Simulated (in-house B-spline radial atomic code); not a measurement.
Ionisation energies along the 15-electron series, configuration [Ne] 3s2 3p3, as differences of self-consistent energies. NIST's values go from ground level to ground level; the uncertainty of those that are theory runs from under 0.1 % in few-electron ions to several per cent in heavy many-electron ones. Computed with a B-spline radial code for spherical atoms: non-relativistic Hartree-Fock, average of the configuration, point nuclei.

This level leaves out relativity, spin-orbit splitting included, which matters for heavy ions.

```json
{"ion": "Br20+", "configuration after": "[Ne] 3s2 3p2", "ionisation energy (eV)": "857.5", "IE/(q+1)² (eV)": "1.9444", "-ε less Coulomb ΔSCF (eV)": "0.59097", "tabulated value (eV)": "870", "tabulated kind": "semi-empirical", "computed minus tabulated (eV)": "-12.5"}
{"ion": "Kr21+", "configuration after": "[Ne] 3s2 3p2", "ionisation energy (eV)": "?", "IE/(q+1)² (eV)": "?", "-ε less Coulomb ΔSCF (eV)": "?", "tabulated value (eV)": "?", "tabulated kind": "semi-empirical", "computed minus tabulated (eV)": "?"}
{"ion": "Rb22+", "configuration after": "[Ne] 3s2 3p2", "ionisation energy (eV)": "1009.6", "IE/(q+1)² (eV)": "1.9085", "-ε less Coulomb ΔSCF (eV)": "0.59323", "tabulated value (eV)": "1024", "tabulated kind": "semi-empirical", "computed minus tabulated (eV)": "-14.4"}
{"ion": "Sr23+", "configuration after": "[Ne] 3s2 3p2", "ionisation energy (eV)": "1090.2", "IE/(q+1)² (eV)": "1.8927", "-ε less Coulomb ΔSCF (eV)": "0.59432", "tabulated value (eV)": "1105", "tabulated kind": "semi-empirical", "computed minus tabulated (eV)": "-14.8"}
{"ion": "Zr25+", "configuration after": "[Ne] 3s2 3p2", "ionisation energy (eV)": "1260.5", "IE/(q+1)² (eV)": "1.8646", "-ε less Coulomb ΔSCF (eV)": "0.59641", "tabulated value (eV)": "1277", "tabulated kind": "semi-empirical", "computed minus tabulated (eV)": "-16.5"}
{"ion": "Nb26+", "configuration after": "[Ne] 3s2 3p2", "ionisation energy (eV)": "1350.2", "IE/(q+1)² (eV)": "1.8521", "-ε less Coulomb ΔSCF (eV)": "0.5974", "tabulated value (eV)": "1368", "tabulated kind": "semi-empirical", "computed minus tabulated (eV)": "-17.8"}
{"ion": "Mo27+", "configuration after": "[Ne] 3s2 3p2", "ionisation energy (eV)": "?", "IE/(q+1)² (eV)": "?", "-ε less Coulomb ΔSCF (eV)": "?", "tabulated value (eV)": "?", "tabulated kind": "semi-empirical", "computed minus tabulated (eV)": "?"}
{"ion": "Tc28+", "configuration after": "[Ne] 3s2 3p2", "ionisation energy (eV)": "?", "IE/(q+1)² (eV)": "?", "-ε less Coulomb ΔSCF (eV)": "?", "tabulated value (eV)": "?", "tabulated kind": "semi-empirical", "computed minus tabulated (eV)": "?"}
{"ion": "Ru29+", "configuration after": "[Ne] 3s2 3p2", "ionisation energy (eV)": "1637.4", "IE/(q+1)² (eV)": "1.8193", "-ε less Coulomb ΔSCF (eV)": "0.60019", "tabulated value (eV)": "1659", "tabulated kind": "semi-empirical", "computed minus tabulated (eV)": "-21.6"}
{"ion": "Rh30+", "configuration after": "[Ne] 3s2 3p2", "ionisation energy (eV)": "1739.2", "IE/(q+1)² (eV)": "1.8098", "-ε less Coulomb ΔSCF (eV)": "0.60106", "tabulated value (eV)": "1763", "tabulated kind": "semi-empirical", "computed minus tabulated (eV)": "-23.8"}
```

(1) Fill in the row of Kr21+.

(2) Fill in the row of Mo27+.

(3) Fill in the row of Tc28+.

(4) How far is this level of theory from the measured and semi-empirical values?

Answers

(1) ionisation energy (eV): 932.0; IE/(q+1)² (eV): 1.9257; -ε less Coulomb ΔSCF (eV): 0.59212; tabulated value (eV): 945; computed minus tabulated (eV): -13.0.

(2) ionisation energy (eV): 1442.9; IE/(q+1)² (eV): 1.8404; -ε less Coulomb ΔSCF (eV): 0.59836; tabulated value (eV): 1462; computed minus tabulated (eV): -19.1.

(3) ionisation energy (eV): 1538.6; IE/(q+1)² (eV): 1.8295; -ε less Coulomb ΔSCF (eV): 0.59929; tabulated value (eV): 1559; computed minus tabulated (eV): -20.4.

(4) Over those 10 rows the differences run from -23.8 to -12.5 eV (mean absolute value 17 eV). The calculation leaves out relativity, correlation and, in open shells, the multiplet splittings that an average leaves out.
